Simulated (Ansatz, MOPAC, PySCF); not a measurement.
Noncovalent pair: HF (SMILES F) (first 2 atoms) with H2 (SMILES [H][H]); geometry from B3LYP-D3(BJ)/def2-TZVP, rigid monomers moved along the line of their centres of mass till H2···H4 is 3.53 Å.
(charge 0, multiplicity 1):
```csv
atom,x (Å),y (Å),z (Å)
F,-0.0821,0.1939,-0.5040
H,-0.0694,0.0989,0.4177
H,-0.0687,-0.6168,3.8785
H,0.0304,0.1195,3.9490
```

Interaction energies are E(AB) − E(A) − E(B) at the monomers' geometry in the complex; basis-set methods are counterpoise corrected. Rows marked so take none.

Cores are frozen in the correlated methods. CBS: X⁻³ extrapolation of the correlation energy, Hartree–Fock from the larger set. Rows in 6-311+G**, 6-31G* carry no dispersion term and start afresh at each structure (6-31G* with six Cartesian d functions). The state that AM1, PM6 reach isn't checked.

Codes used: Ansatz (a program for electronic structure); MOPAC for AM1, PM6 (differences of heats of formation); PySCF for 6-311+G** rows, 6-31G* rows, the dispersion terms. Values without a source in brackets are computed.

Other levels give for the interaction energy: PBE/def2-TZVPPD -8.5; B3LYP/def2-TZVPPD -4.8; B3LYP-D3(BJ)/def2-TZVPPD -7.8; wB97M-V/def2-TZVPPD -8.3; CCSD(T)/CBS(aug-cc-pVTZ, aug-cc-pVQZ) -8.3 meV.

Common cheap choices:

```json
[
 {"level": "AM1", "interaction energy (meV)": "-0.2", "less -8.3 (CCSD(T)/CBS(aug-cc-pVTZ, aug-cc-pVQZ))": "8.1"},
 {"level": "PM6", "interaction energy (meV)": "-0.5", "less -8.3 (CCSD(T)/CBS(aug-cc-pVTZ, aug-cc-pVQZ))": "7.9"},
 {"level": "HF/6-31G*", "interaction energy (meV)": "-4.1", "less -8.3 (CCSD(T)/CBS(aug-cc-pVTZ, aug-cc-pVQZ))": "4.3"},
 {"level": "HF/6-31G* (no counterpoise)", "interaction energy (meV)": "-4.8", "less -8.3 (CCSD(T)/CBS(aug-cc-pVTZ, aug-cc-pVQZ))": "3.6"},
 {"level": "BP86/6-31G* (no counterpoise)", "interaction energy (meV)": "-2.2", "less -8.3 (CCSD(T)/CBS(aug-cc-pVTZ, aug-cc-pVQZ))": "6.1"},
 {"level": "B3LYP/6-31G* (no counterpoise)", "interaction energy (meV)": "-4.2", "less -8.3 (CCSD(T)/CBS(aug-cc-pVTZ, aug-cc-pVQZ))": "4.1"},
 {"level": "B3LYP/6-311+G** (no counterpoise)", "interaction energy (meV)": "-4.5", "less -8.3 (CCSD(T)/CBS(aug-cc-pVTZ, aug-cc-pVQZ))": "3.8"},
 {"level": "M06-2X/6-31G* (no counterpoise)", "interaction energy (meV)": "-7.9", "less -8.3 (CCSD(T)/CBS(aug-cc-pVTZ, aug-cc-pVQZ))": "0.5"}
]
```
